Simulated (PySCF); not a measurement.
```xyz
3
charge 0 multiplicity 3, angstrom
Pt   -0.0037   -0.5959    0.0000
N    -1.5123   -1.4118    0.0000
Br    0.2717    1.7298    0.0000
```

Level of theory: UPBE0/[Pt def2-TZVP with ECP60, N def2-TZVP, Br def2-TZVP], scalar-relativistic core potentials, density fitting, no spin–orbit coupling, PySCF.

This geometry of BrPtN is a stationary point at this level.

Q: What is the point group?

A: Cs.

Q: Is it a minimum?

A: Yes: all harmonic wavenumbers are real.

Q: Which band is strongest in the infrared?

A: 269 cm⁻¹ (a'), 9 km/mol.

Q: Give the atomic charges and bond orders.

A: 
```json
{"atom": "Pt1", "Mulliken": "0.55", "Löwdin": "0.15", "polar tensor": "0.52", "spin (Mulliken)": "0.63", "Mayer order to Pt1": "–"}
{"atom": "N2", "Mulliken": "-0.24", "Löwdin": "-0.17", "polar tensor": "-0.17", "spin (Mulliken)": "1.36", "Mayer order to Pt1": "2.01"}
{"atom": "Br3", "Mulliken": "-0.30", "Löwdin": "0.03", "polar tensor": "-0.35", "spin (Mulliken)": "0.01", "Mayer order to Pt1": "1.01"}
```

Q: Give the ideal-gas entropy at 298.15 K and 1 bar by parts.

A: translation 179.5, rotation 110.5, vibration 20.8, spin 9.1; total 319.9 J/(mol K).

Only a few start shapes were tried, so a lower isomer may exist. With open d or f shells other occupations or spin states may lie lower. At this level a singlet minimum of C∞v symmetry lies 25 kJ/mol below this structure. Spin–orbit coupling, left out here, can matter for elements this heavy.
